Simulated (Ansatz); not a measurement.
`[SH][GeH2][Cl]` → `[Cl][GeH]` + H₂S at 298.15 K and 1 bar (germylene formation by 1,1-elimination).

Calculated with Ansatz (gas phase, PBE0-D4/def2-TZVP geometries, no zero-point term in ΔE). CCSD(T)/CBS is the MP2 limit (def2-TZVPP, def2-QZVPP) plus CCSD(T) − MP2 in def2-TZVPP, frozen cores. This one scheme is used for every species. For Ge outer-core shells are correlated without core-valence functions, which leaves a few kJ/mol of doubt a bond. Scalar relativity is left out up to krypton. One conformer a species, not always the lowest.

```tsv
species	CCSD(T)/CBS energy (Eh)	H − E (kJ/mol)	S (J/(mol·K))
`[SH][GeH2][Cl]`	-2935.52817	86.7	319.0
`[Cl][GeH]`	-2536.49422	29.1	264.4
H₂S	-398.97279	49.9	205.7
```

H − E and S are ideal-gas, rigid-rotor, harmonic terms from PBE0-D4/def2-TZVP, for one conformer and one mirror image of each species. 1 Eh = 2625.50 kJ/mol, R = 8.31446 J/(mol·K).

**Question.** By hand: ΔE, ΔH, ΔS and ΔG.

**Answer.** ΔE = (-2536.49422) + (-398.97279) − (-2935.52817) = 0.06116 Eh = 160.6 kJ/mol. Δ(H − E) = 29.1 + 49.9 − 86.7 = -7.7, so ΔH = 152.9 kJ/mol. ΔS = 264.4 + 205.7 − 319.0 = 151.1 J/(mol·K). ΔG = 152.9 − 298.15 × (151.1)/1000 = 107.8 kJ/mol.

**Question.** By hand: the equilibrium constant, and the temperature at which ΔG would vanish if ΔH and ΔS stayed fixed.

**Answer.** log₁₀ K = −ΔG/(RT ln 10) = -18.9. ΔG = 0 at ΔH/ΔS = 1012 K.

The number of gas molecules changes by +1, which sets the sign of ΔS. A doubt of 5 kJ/mol in ΔE shifts log₁₀ K by 0.9 here. Other conformers and mirror images would add mixing entropy, several J/(mol·K) or more a flexible species. These are equilibria of isolated gas molecules and say nothing of rates. Largest T1 diagnostic: 0.013 (customary marks: 0.02 for closed shells, 0.045 for open ones).
